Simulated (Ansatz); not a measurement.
Relaxation of BClFH3O2 (8 atoms, charge 0, multiplicity 1), to a largest force component of 0.03 eV/Å in at most 50 steps.

Theory: Ansatz, RHF/6-31G*.

```xyz
8
Properties=species:S:1:pos:R:3
B 0.004 0.485 -0.386
F 0.035 -0.129 2.065
O 1.181 -0.102 -0.644
H 1.164 -1.019 -0.879
O -1.235 -0.006 -0.542
H -1.307 -0.934 -0.713
Cl 0.092 2.247 0.114
H 0.004 0.774 2.221
```

Question: Where does it end, and by what steps?

Answer: The run converged. After 8 steps the energy has fallen by 0.069 eV; F2 moved furthest, 0.29 Å.

| step | energy less start (eV) | largest force component (eV/Å) | accepted |
| --- | --- | --- | --- |
| 0 | 0.0000 | 0.870 | yes |
| 1 | -0.0519 | 0.726 | yes |
| 2 | -0.0390 | 1.676 | no |
| 3 | -0.0624 | 0.711 | yes |
| 4 | -0.0656 | 0.260 | yes |
| 5 | -0.0678 | 0.211 | yes |
| 6 | -0.0684 | 0.092 | yes |
| 7 | -0.0686 | 0.055 | yes |
| 8 | -0.0688 | 0.025 | yes |

```xyz
8
Properties=species:S:1:pos:R:3
B -0.002 0.515 -0.478
F 0.038 -0.141 2.355
O 1.170 -0.099 -0.709
H 1.128 -1.020 -0.922
O -1.233 -0.008 -0.612
H -1.276 -0.932 -0.815
Cl 0.081 2.229 0.012
H 0.032 0.772 2.404
```

Time of the run: 15 s on 1 thread of Arm Neoverse V2, with other jobs on the host, peak memory 0.15 GiB.
